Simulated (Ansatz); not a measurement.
Program: Ansatz. Geometries: PBE0-D4/def2-TZVP. ΔE: electronic, gas phase. CBS: MP2 limit from def2 TZ/QZ plus the TZ coupled-cluster correction, frozen cores. This one scheme is used for every species. DFT in def2-TZVPP. B3LYP here is the variant with VWN-RPA as its local correlation; programs differ in this. HSE06 is defined as in plane-wave codes. For Sc outer-core shells are correlated without core-valence functions, which leaves a few kJ/mol of doubt a bond. Scalar relativity is left out up to krypton. One conformer a species, not always the lowest.

Consider the formal hydrolysis of the Sc–C bond: `[CH3][Sc]([NH2])[OH]` + H₂O → `[NH2][Sc]([OH])[OH]` + CH₄.

```csv
level,ΔE (kJ/mol),difference from CCSD(T)/CBS
LDA (SPW92),-203.8,-6.4
PBE-D4,-200.3,-2.9
revPBE-D4,-198.4,-1.0
BLYP-D4,-209.9,-12.5
B97M-V,-207.0,-9.6
PBE0-D4,-197.7,-0.3
B3LYP-D4,-207.7,-10.3
r2SCANh-D4,-204.8,-7.4
r2SCAN0-D4,-202.8,-5.4
BHLYP-D4,-207.7,-10.3
CAM-B3LYP-D4,-211.3,-13.9
ωB97X-V,-204.7,-7.3
ωB97M-V,-201.2,-3.8
PBE-QIDH,-201.9,-4.5
PBE,-201.4,-4.0
revPBE,-199.3,-1.9
BLYP,-211.6,-14.2
r2SCAN,-206.8,-9.4
PBE0,-198.7,-1.3
B3LYP,-209.4,-12.0
r2SCANh,-205.3,-7.9
r2SCAN0,-203.4,-6.0
HSE06,-198.2,-0.8
BHLYP,-209.6,-12.2
CAM-B3LYP,-212.5,-15.1
LC-ωPBE,-204.5,-7.1
RPA@PBE/def2-TZVPP,-199.7,-2.3
HF/def2-SVP,-215.3,-17.9
MP2/def2-SVP,-222.8,-25.4
CCSD/def2-SVP,-219.2,-21.8
CCSD(T)/def2-SVP,-220.0,-22.6
MP2/def2-TZVPP,-206.3,-8.9
SCS-MP2/def2-TZVPP,-207.5,-10.1
CCSD/def2-TZVPP,-201.7,-4.3
CCSD(T)/def2-TZVPP,-202.0,-4.6
HF/def2-QZVPP,-206.4,-9.0
MP2/def2-QZVPP,-203.2,-5.8
HF/CBS(def2),-206.2,-8.8
MP2/CBS(def2),-201.7,-4.3
CCSD/CBS(def2),-197.2,0.2
CCSD(T)/CBS,-197.4,0
```

Largest T1 diagnostic among the species: 0.016.

Leaving LDA and LC-ωPBE aside and taking each functional with its dispersion term where it has one, the values, not all of them listed here, spread over 14.1 kJ/mol, from CAM-B3LYP-D4 to HSE06-D4. At CCSD(T), def2-SVP lies −22.6 kJ/mol from the extrapolated value and def2-TZVPP −4.6 kJ/mol. From r2SCAN to r2SCAN0 (25 % exact exchange), in def2-TZVPP and without D4, ΔE moves by +3.5 kJ/mol.

CCSD(T)/CBS has its own doubt, a few kJ/mol and more with outer-core shells, so smaller differences from it don't rank the levels.
